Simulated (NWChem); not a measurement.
# AlH$_{2}$I; SMILES [I][AlH2]

Program: NWChem. All runs use the structure optimised with PBE0/def2-SVP. def2 effective core potentials on I; no spin-orbit coupling. Ions are spin-unrestricted doublets at the neutral geometry; other ion states weren't tried.

### Question
Order these by “vertical ionisation energy, ΔSCF (eV)”, lowest first: PBE/def2-TZVP; B3LYP/def2-TZVP; Hartree-Fock/def2-TZVP.

### Answer
Hartree-Fock/def2-TZVP (9.09), PBE/def2-TZVP (9.58), B3LYP/def2-TZVP (9.82)
